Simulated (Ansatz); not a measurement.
The inner images of a band of H₃SbTe (5 atoms, charge 0, multiplicity 1) are given out of order.

All numbers below come from RKS CAM-B3LYP-D4/def2-SVP in Ansatz 0.2.0.

First end point:

```xyz
5
Properties=species:S:1:pos:R:3
Sb -0.749 -0.997 -0.531
Te 0.191 1.579 -0.995
H -1.208 -0.699 1.090
H 0.764 -1.618 -0.029
H 1.052 1.661 0.424
```

Last end point:

```xyz
5
Properties=species:S:1:pos:R:3
Sb -0.613 -0.752 -0.491
Te 0.931 1.358 0.445
H -1.388 -1.010 1.014
H 0.567 -1.934 -0.112
H 0.552 2.265 -0.896
```

Problem. Put them in order from the first end to the last, with their energies above the first end.
A.
```xyz
5
Properties=species:S:1:pos:R:3
Sb -0.789 -0.958 -0.526
Te 0.382 1.519 -1.029
H -1.043 -0.618 1.130
H 0.666 -1.787 -0.166
H 0.834 1.770 0.549
```
B.
```xyz
5
Properties=species:S:1:pos:R:3
Sb -0.859 -0.819 -0.482
Te 0.882 1.344 -0.886
H -0.792 -0.660 1.221
H 0.404 -1.977 -0.443
H 0.415 2.038 0.548
```
C.
```xyz
5
Properties=species:S:1:pos:R:3
Sb -0.830 -0.898 -0.510
Te 0.624 1.442 -0.999
H -0.893 -0.603 1.173
H 0.536 -1.913 -0.302
H 0.613 1.899 0.597
```
D.
```xyz
5
Properties=species:S:1:pos:R:3
Sb -0.870 -0.743 -0.454
Te 1.072 1.255 -0.717
H -0.767 -0.772 1.256
H 0.311 -1.979 -0.568
H 0.304 2.165 0.442
```
E.
```xyz
5
Properties=species:S:1:pos:R:3
Sb -0.874 -0.684 -0.417
Te 1.198 1.186 -0.504
H -0.770 -0.921 1.277
H 0.242 -1.954 -0.690
H 0.253 2.298 0.291
```
F.
```xyz
5
Properties=species:S:1:pos:R:3
Sb -0.875 -0.635 -0.360
Te 1.260 1.144 -0.277
H -0.776 -1.089 1.290
H 0.193 -1.896 -0.806
H 0.247 2.403 0.111
```
G.
```xyz
5
Properties=species:S:1:pos:R:3
Sb -0.878 -0.598 -0.292
Te 1.279 1.144 -0.041
H -0.749 -1.244 1.291
H 0.134 -1.834 -0.906
H 0.263 2.459 -0.093
```

Solution. A (+0.018 eV), C (+0.058 eV), B (+0.082 eV), D (+0.071 eV), E (+0.036 eV), F (-0.001 eV), G (-0.025 eV).

Time of the run: 3.9 min on 1 thread of Intel(R) Xeon(R) Platinum 8259CL CPU @ 2.50GHz (Skylake/Cascade Lake), with other jobs on the host, peak memory 0.19 GiB.
